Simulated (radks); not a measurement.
Results of a calculation; reference values are marked as such.
Question: Radial electron density D(r) = 4 pi r^2 rho(r) of an atom or ion with 59 electrons. Level of theory: scalar-relativistic Kohn-Sham, PBEsol, spin-polarised, spherical densities, finite nucleus; Fermi nuclear charge, rms radius of each element as measured or else 0.836 A^(1/3) + 0.57 fm (a radial shooting solver on a logarithmic mesh with Libxc functionals).

| r (bohr) | D(r) (e/bohr) | spin D(r) |
|---|---|---|
| 0.001539 | 6.449 | 0.000350 |
| 0.001792 | 8.222 | 0.000445 |
| 0.002086 | 10.43 | 0.000562 |
| 0.002428 | 13.15 | 0.000705 |
| 0.002827 | 16.48 | 0.000877 |
| 0.003291 | 20.48 | 0.00108 |
| 0.003831 | 25.22 | 0.00132 |
| 0.00446 | 30.72 | 0.00158 |
| 0.005192 | 36.98 | 0.00187 |
| 0.006045 | 43.87 | 0.00216 |
| 0.007037 | 51.20 | 0.00244 |
| 0.008192 | 58.63 | 0.00267 |
| 0.009537 | 65.69 | 0.00280 |
| 0.0111 | 71.82 | 0.00279 |
| 0.01293 | 76.42 | 0.00257 |
| 0.01505 | 78.94 | 0.00210 |
| 0.01752 | 79.14 | 0.00138 |
| 0.02039 | 77.22 | 0.000473 |
| 0.02374 | 74.00 | -0.000479 |
| 0.02764 | 70.92 | -0.00122 |
| 0.03217 | 69.80 | -0.00142 |
| 0.03746 | 72.23 | -0.000737 |
| 0.04361 | 78.81 | 0.00102 |
| 0.05076 | 88.44 | 0.00375 |
| 0.0591 | 98.17 | 0.00701 |
| 0.0688 | 104.1 | 0.0102 |
| 0.08009 | 103.2 | 0.0132 |
| 0.09324 | 95.60 | 0.0173 |
| 0.1077 | 85.65 | 0.0252 |
| 0.1254 | 78.22 | 0.0436 |
| 0.1459 | 78.38 | 0.0800 |
| 0.1699 | 84.97 | 0.145 |
| 0.1978 | 90.77 | 0.254 |
| 0.2303 | 87.35 | 0.430 |
| 0.2681 | 72.33 | 0.707 |
| 0.3121 | 52.30 | 1.11 |
| 0.3633 | 37.83 | 1.64 |
| 0.4229 | 34.47 | 2.23 |
| 0.4923 | 38.33 | 2.75 |
| 0.5732 | 40.70 | 3.06 |
| 0.6673 | 36.47 | 3.10 |
| 0.7768 | 27.41 | 2.91 |
| 0.9043 | 18.55 | 2.57 |
| 1.053 | 13.02 | 2.17 |
| 1.226 | 10.47 | 1.74 |
| 1.427 | 8.946 | 1.33 |
| 1.661 | 7.131 | 1.00 |
| 1.934 | 4.987 | 0.805 |
| 2.251 | 3.076 | 0.728 |
| 2.621 | 1.780 | 0.706 |
| 3.051 | 1.063 | 0.665 |
| 3.552 | 0.6812 | 0.563 |
| 4.135 | 0.4315 | 0.405 |
| 4.814 | 0.2411 | 0.237 |
| 5.604 | 0.1110 | 0.111 |
| 6.524 | 0.04073 | 0.0407 |
| 7.595 | 0.01141 | 0.0114 |
| 8.841 | 0.002306 | 0.00231 |
| 10.29 | 0.0003196 | 0.000320 |

What is the nuclear charge?

Answer: Z = 60. The innermost maximum, from 1s, lies near gamma/Z bohr with gamma = sqrt(1 - (Z/c)^2) = 0.899, here 0.015 bohr (found: 0.0164), and its height grows with Z. The density is that of the neodymium ion Nd+ in [Xe] 4f3 5d1 6s1; the configuration itself is not fixed sharply by these data, and Z only to a few units. D(r) has 4 maxima, at r = 0.0164, 0.0728, 0.204, 0.564 bohr, and minima at 0.0317, 0.135, 0.410 bohr, inside which lie 1.96, 11.15, 29.04 electrons.
